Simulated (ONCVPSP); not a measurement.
**Building the ONCV potential for zinc (Zn) (PBE, scalar-relativistic).**

The input file (ONCVPSP 4.0.1):

```
# ATOM AND REFERENCE CONFIGURATION
# atsym  z   nc   nv     iexc    psfile
  Zn 30.00    3    5        4      upf
#
#   n    l    f
    1    0    2.00
    2    0    2.00
    2    1    6.00
    3    0    2.00
    3    1    6.00
    3    2   10.00
    4    0    1.00
    4    1    1.00
#
# PSEUDOPOTENTIAL AND OPTIMIZATION
# lmax
    2
#
#   l,   rc,      ep,       ncon, nbas, qcut
    0    0.95    0.00    3    8   16.50
    1    1.05    0.00    4    8   11.70
    2    1.05    0.00    4    8   15.90
#
# LOCAL POTENTIAL
# lloc, lpopt,  rc(5),   dvloc0
    4    5    0.75    0.00
#
# VANDERBILT-KLEINMAN-BYLANDER PROJECTORs
# l, nproj, debl
    0    2    1.70
    1    2    3.80
    2    3    0.70
#
# MODEL CORE CHARGE
# icmod, fcfact, rcfact
    3    3.75    1.45
#
# LOG DERIVATIVE ANALYSIS
# epsh1, epsh2, depsh
   -6.00    5.00    0.04
#
# OUTPUT GRID
# rlmax, drl
    6.00    0.01
#
# TEST CONFIGURATIONS
# ncnf
    4
# nvcnf
#   n    l    f
    5
    3    0    2.00
    3    1    6.00
    3    2   10.00
    4    0    2.00
    4    1    0.00
#
    5
    3    0    2.00
    3    1    6.00
    3    2   10.00
    4    0    1.00
    4    1    0.00
#
    5
    3    0    2.00
    3    1    6.00
    3    2   10.00
    4    0    0.00
    4    1    0.00
#
    5
    3    0    2.00
    3    1    6.00
    3    2    9.00
    4    0    2.00
    4    1    0.00
#
```

Command:

```bash
oncvpsp.x < Zn.dat > Zn.out
```

Resulting log (shortened: citation, most of the input echo, consistency checks and plot data are left out):

```
ONCVPSP  (Optimized Norm-Conservinng Vanderbilt PSeudopotential)
scalar-relativistic version 4.0.1

#   n    l    f        energy (Ha)
    1    0    2.00    -3.5014717E+02
    2    0    2.00    -4.2646294E+01
    2    1    6.00    -3.6976010E+01
    3    0    2.00    -4.8317274E+00
    3    1    6.00    -3.1477520E+00
    3    2   10.00    -4.5364362E-01
    4    0    1.00    -2.7200652E-01
    4    1    1.00    -7.7203441E-02

Reference configufation results
  iterations    35
  all-electron total energy (Ha)   -1.79583182D+03

Begin loop to  construct optimized pseudo wave functions
and semi-local pseudopoentials for all angular momenta

Calculating optimized projector #   1

 for l=   0

    Fraction of norm inside rc  0.859307
    Optimizing pswf for qcut=  16.50 a_B^-1,  ecut= 136.05 Ha
    Residual kinetic energy error=  1.91D-08 Ha

    Energy error per electron        Cutoff
         Ha          eV             Ha
         0.01000     0.27211       65.85
         0.00100     0.02721       83.36
         0.00010     0.00272       98.44
         0.00001     0.00027      110.13

Calculating optimized projector #   2

 for l=   0

    Fraction of norm inside rc  0.028115
    Optimizing pswf for qcut=  16.50 a_B^-1,  ecut= 136.05 Ha
    Residual kinetic energy error=  1.96D-09 Ha

    Energy error per electron        Cutoff
         Ha          eV             Ha
         0.01000     0.27211       44.93
         0.00100     0.02721       67.13
         0.00010     0.00272       84.66
         0.00001     0.00027      100.06

Calculating optimized projector #   1

 for l=   1

    Fraction of norm inside rc  0.877516
    Optimizing pswf for qcut=  11.68 a_B^-1,  ecut=  68.24 Ha
    Residual kinetic energy error=  3.46D-06 Ha

    Energy error per electron        Cutoff
         Ha          eV             Ha
         0.01000     0.27211       39.69
         0.00100     0.02721       49.84
         0.00010     0.00272       58.08
         0.00001     0.00027       64.79

Calculating optimized projector #   2

 for l=   1

    Fraction of norm inside rc  0.012290
    Optimizing pswf for qcut=  11.68 a_B^-1,  ecut=  68.24 Ha
    Residual kinetic energy error=  1.30D-07 Ha

    Energy error per electron        Cutoff
         Ha          eV             Ha
         0.01000     0.27211       22.40
         0.00100     0.02721       35.05
         0.00010     0.00272       46.07
         0.00001     0.00027       55.25

   Wellstate for l =  2  n =  4
     eigenvalue =   0.2464
     asymptotic potential =   0.7464
     half-point radius =  6.9734

   Wellstate for l =  2  n =  5
     eigenvalue =   0.9464
     asymptotic potential =   1.4464
     half-point radius =  5.4620

Calculating optimized projector #   1

 for l=   2

    Fraction of norm inside rc  0.707899
    Optimizing pswf for qcut=  15.89 a_B^-1,  ecut= 126.31 Ha
    Residual kinetic energy error=  8.65D-07 Ha

    Energy error per electron        Cutoff
         Ha          eV             Ha
         0.01000     0.27211       79.93
         0.00100     0.02721       94.89
         0.00010     0.00272      107.00
         0.00001     0.00027      115.75

Calculating optimized projector #   2

 for l=   2

    Fraction of norm inside rc  0.026787
    Optimizing pswf for qcut=  15.89 a_B^-1,  ecut= 126.31 Ha
    Residual kinetic energy error=  4.93D-08 Ha

    Energy error per electron        Cutoff
         Ha          eV             Ha
         0.01000     0.27211       56.16
         0.00100     0.02721       76.66
         0.00010     0.00272       92.66
         0.00001     0.00027      106.01

Calculating optimized projector #   3

 for l=   2

    Fraction of norm inside rc  0.037058
    Optimizing pswf for qcut=  15.89 a_B^-1,  ecut= 126.31 Ha
    Residual kinetic energy error=  1.66D-07 Ha

    Energy error per electron        Cutoff
         Ha          eV             Ha
         0.01000     0.27211       62.79
         0.00100     0.02721       82.62
         0.00010     0.00272       98.59
         0.00001     0.00027      110.57

Construct Vanderbilt / Kleinmman-Bylander projectors

B matrix Hermiticity error, ll=   0
   1   2    6.0872E-04

  Orthonormal projector coefficients  3.0319E+01  2.3079E+00

B matrix Hermiticity error, ll=   1
   1   2    2.2715E-04

  Orthonormal projector coefficients  7.5694E+00  1.0299E+00

B matrix Hermiticity error, ll=   2
   1   2    5.0596E-05
   1   3   -1.2909E-04
   2   3    1.4035E-05

  Orthonormal projector coefficients -2.4671E+01 -9.9734E+00 -2.3263E+00

Model core correction analysis
  based on d2Exc/dn_idn_j

d2excae - all-electron derivatives

   -4.415994D-02   -4.102289D-02   -3.024267D-02   -2.011661D-03
   -6.988132D-04
   -4.102305D-02   -3.950728D-02   -2.986762D-02   -2.405285D-03
   -7.986731D-04
   -3.024301D-02   -2.986782D-02   -2.778299D-02   -6.735490D-03
   -2.557463D-03
   -2.011447D-03   -2.404878D-03   -6.734250D-03   -3.477902D-02
   -2.528900D-02
   -6.987942D-04   -7.985987D-04   -2.556288D-03   -2.528083D-02
   -3.070239D-02

d2excps - pseudofunction derivatives with no core correction

   -4.371152D-02   -4.166815D-02   -3.373521D-02   -2.046283D-03
   -7.347727D-04
   -4.166822D-02   -4.025686D-02   -3.282155D-02   -2.501054D-03
   -8.364399D-04
   -3.373544D-02   -3.282170D-02   -2.933728D-02   -6.883732D-03
   -2.612507D-03
   -2.046063D-03   -2.500647D-03   -6.882494D-03   -3.478450D-02
   -2.529257D-02
   -7.347513D-04   -8.363662D-04   -2.611333D-03   -2.528439D-02
   -3.070433D-02

rms 2nd derivative error    1.355486E-03

rmatch, rhocmatch    0.3363   89.3580

Teter function model core charge with specified parameters

d2excps - pseudofunction derivatives with core correction

   -4.168722D-02   -3.931746D-02   -3.239685D-02   -1.897404D-03
   -6.676928D-04
   -3.931758D-02   -3.750847D-02   -3.134240D-02   -2.331696D-03
   -7.587189D-04
   -3.239708D-02   -3.134251D-02   -2.840726D-02   -6.786749D-03
   -2.570842D-03
   -1.897181D-03   -2.331282D-03   -6.785511D-03   -3.477438D-02
   -2.528795D-02
   -6.676700D-04   -7.586421D-04   -2.569668D-03   -2.527978D-02
   -3.070219D-02

rms 2nd derivative error    1.095340E-03

Pseudoatom total energy -224.914419

Diagnostic tests using Vanderbilt-Kleinman-Bylander pseudopotentials
  1 or more projectors used as specified by nproj input data

   l    rcore       rmatch      e in        delta e   norm test  slope test

   0   0.9522510   0.9811634  -4.8317274  -0.0000007   1.0002503   1.0002632
   0   0.9522510   0.9811634  -0.2720065   0.0000151   1.0001251   1.0000951

   1   1.0541857   1.0861931  -3.1477520   0.0000082   1.0002159   1.0002401
   1   1.0541857   1.0861931  -0.0772034   0.0000058   1.0001324   1.0001001

   2   1.0541857   1.0861931  -0.4536436  -0.0000178   1.0001657   1.0001679
   2   1.0541857   1.0861931   0.2463564  -0.0000157   1.0002843   1.0002843
   2   1.0541857   1.0861931   0.9463564  -0.0000123   1.0003399   1.0003399

 Testing for bound ghosts
   n   l    E NL Schr. Eq   E Basis Diag.   E Cutoff

   1   0       -4.831728       -4.831674    290.19
   2   0       -0.271991        0.171376    290.19

   2   1       -3.147744       -3.147670    273.10
   3   1       -0.077198        0.423647    273.10

   3   2       -0.453661       -0.444350    398.76

 Testing for highly-localized positive-energy ghosts
       l    <radius>/rc     E Basis Diag.   E Cutoff

Test configuration 0

   n   l     f        eae           eps        diff
   1   0  2.0000 -350.14717402
   2   0  2.0000  -42.64629352
   2   1  6.0000  -36.97601048
   3   0  2.0000   -4.83172740   -4.83172807   -6.78D-07
   3   1  6.0000   -3.14775197   -3.14774376    8.21D-06
   3   2 10.0000   -0.45364362   -0.45366144   -1.78D-05
   4   0  1.0000   -0.27200652   -0.27199138    1.51D-05
   4   1  1.0000   -0.07720344   -0.07719760    5.84D-06

    Total energies and differences
      AE_ref= -1.79583182D+03  AE_tst= -1.79583182D+03  dif=  0.00D+00
      PS_ref= -2.24914419D+02  PS_tst= -2.24914419D+02  dif= -1.48D-12
      PSP excitation error=  1.48D-12

Test configuration 1

   n   l     f        eae           eps        diff
   1   0  2.0000 -350.06445616
   2   0  2.0000  -42.56792348
   2   1  6.0000  -36.89736575
   3   0  2.0000   -4.74920109   -4.74933147   -1.30D-04
   3   1  6.0000   -3.06498485   -3.06513780   -1.53D-04
   3   2 10.0000   -0.37265387   -0.37259383    6.00D-05
   4   0  2.0000   -0.21971926   -0.21972294   -3.68D-06

    Total energies and differences
      AE_ref= -1.79583182D+03  AE_tst= -1.79601874D+03  dif= -1.87D-01
      PS_ref= -2.24914419D+02  PS_tst= -2.25101366D+02  dif= -1.87D-01
      PSP excitation error=  1.80D-05

Test configuration 2

   n   l     f        eae           eps        diff
   1   0  2.0000 -350.42135238
   2   0  2.0000  -42.91734076
   2   1  6.0000  -37.24740084
   3   0  2.0000   -5.10449800   -5.10441134    8.67D-05
   3   1  6.0000   -3.42081080   -3.42069589    1.15D-04
   3   2 10.0000   -0.72618666   -0.72623846   -5.18D-05
   4   0  1.0000   -0.51441851   -0.51437740    4.11D-05

    Total energies and differences
      AE_ref= -1.79583182D+03  AE_tst= -1.79565534D+03  dif=  1.76D-01
      PS_ref= -2.24914419D+02  PS_tst= -2.24737941D+02  dif=  1.76D-01
      PSP excitation error= -5.58D-06

Test configuration 3

   n   l     f        eae           eps        diff
   1   0  2.0000 -350.83756540
   2   0  2.0000  -43.32207430
   2   1  6.0000  -37.65307431
   3   0  2.0000   -5.51656336   -5.51618805    3.75D-04
   3   1  6.0000   -3.83325218   -3.83277219    4.80D-04
   3   2 10.0000   -1.13393886   -1.13416080   -2.22D-04

    Total energies and differences
      AE_ref= -1.79583182D+03  AE_tst= -1.79497759D+03  dif=  8.54D-01
      PS_ref= -2.24914419D+02  PS_tst= -2.24060207D+02  dif=  8.54D-01
      PSP excitation error=  1.24D-05

Test configuration 4

   n   l     f        eae           eps        diff
   1   0  2.0000 -350.70343640
   2   0  2.0000  -43.23045510
   2   1  6.0000  -37.55765141
   3   0  2.0000   -5.37883190   -5.37948576   -6.54D-04
   3   1  6.0000   -3.68830314   -3.68914878   -8.46D-04
   3   2  9.0000   -0.96703055   -0.96608987    9.41D-04
   4   0  2.0000   -0.58404311   -0.58417602   -1.33D-04

    Total energies and differences
      AE_ref= -1.79583182D+03  AE_tst= -1.79536090D+03  dif=  4.71D-01
      PS_ref= -2.24914419D+02  PS_tst= -2.24443844D+02  dif=  4.71D-01
      PSP excitation error=  3.45D-04
```

The run took about 7.6 s on one core of a shared server CPU.
